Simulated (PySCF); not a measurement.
PySCF job for InI2, SMILES [I][In][I], multiplicity 2, B3LYP-D3(BJ)/def2-SVP. The structure is a stationary point at B3LYP-D3(BJ)/def2-SVP. The spin state was assumed, not searched. The isomer is the one that the SMILES or the coordinates give; other isomers of the formula were not compared. The def2 effective core potentials stand for the cores of I, In; spin–orbit coupling is left out.

```python
import numpy as np
from pyscf import gto, scf, dft, df
from pyscf.hessian import thermo

mol = gto.M(
    atom='''
    In    0.00000000    0.00000000    0.91664420
    I     0.00000000   -2.43590890   -0.42373175
    I     0.00000000    2.43590889   -0.42373175
    ''',
    basis='def2-SVP',
    ecp={'I': 'def2-svp', 'In': 'def2-svp'},
    charge=0,
    spin=1,
    max_memory=1600,
    verbose=3,
)
mf = dft.UKS(mol, xc='b3lyp').density_fit(auxbasis='def2-universal-jkfit')
mf.disp = 'd3bj'
mf.grids.level = 3
mf.conv_tol = 1e-11
mf.max_cycle = 100
mf.kernel()
fine, coarse = mf.grids, dft.Grids(mol).set(level=1).build(with_non0tab=True)
for _ in range(3):  # follow internal instabilities
    mf.grids = coarse
    mo, _, stable, _ = mf.stability(return_status=True, nroots=4)
    mf.grids = fine
    if stable:
        break
    mf.kernel(mf.make_rdm1(mo, mf.mo_occ))

# [left out here: the lines that compute and print the analytic Hessian (its translational invariance restored by hand, since the grid's response is missing), thermochemistry and intensities]
```

Program output:

```

WARN: HOMO -1.53117150699194 >= LUMO -1.53117150699194

converged SCF energy = -785.896236259219  <S^2> = 0.75408651  2S+1 = 2.0040823
<class 'pyscf.df.df_jk.DFUKS'> wavefunction is stable in the internal stability analysis

WARN: DFTD3 does not support analytical Hessian, using finite difference


WARN: Mole.unit (angstrom) is changed to Bohr

Mode                                 0                   1                   2
Irrep
Freq [cm^-1]                       36.9222            142.5835            187.1187
Reduced mass [au]                 122.9795            121.9575            119.0214
Force const [Dyne/A]                0.0988              1.4608              2.4553
Char temp [K]                      53.1228            205.1460            269.2222
Normal mode                   x     y     z       x     y     z       x     y     z
       0  In                 0.00  0.00 -0.05   -0.00 -0.00 -0.06    0.00  0.07 -0.00
       1   I                 0.00 -0.05  0.02   -0.00  0.04  0.03    0.00 -0.03 -0.02
       2   I                 0.00  0.05  0.02    0.00 -0.04  0.03    0.00 -0.03  0.02
temperature 298.1500 [K]
pressure 101325.00 [Pa]
Rotational constants [GHz] 3.55823 0.33557 0.30665
Symmetry number 2
Zero-point energy (ZPE) 0.00084 [Eh]   2192.901 [J/mol]
                           tot       elec      trans        rot        vib
Entropy [J/mol/K]       356.483      5.763    182.451    124.576     43.693
Cv [J/mol/K]             49.002      0.000     12.472     12.472     24.058
Cp [J/mol/K]             57.316      0.000     20.786     12.472     24.058
Internal energy [J/mol]                      3718.434   3718.434   7706.654
Internal energy [Eh]   -785.89047  -785.89624
Enthalpy [J/mol]                             6197.391   3718.434   7706.654
Enthalpy [Eh]          -785.88952
Gibbs free energy [J/mol]                  -48200.324 -33423.824  -5320.354
Gibbs free energy [Eh] -785.93001
mode   freq/cm-1   IR/(km/mol)
   1       36.92         0.495
   2      142.58         4.887
   3      187.12        29.659
max |gradient| / (hartree/bohr): 0.00016696344078571599
APT charges: [ 0.8076 -0.4039 -0.4039]
```

Self-consistency was reached.
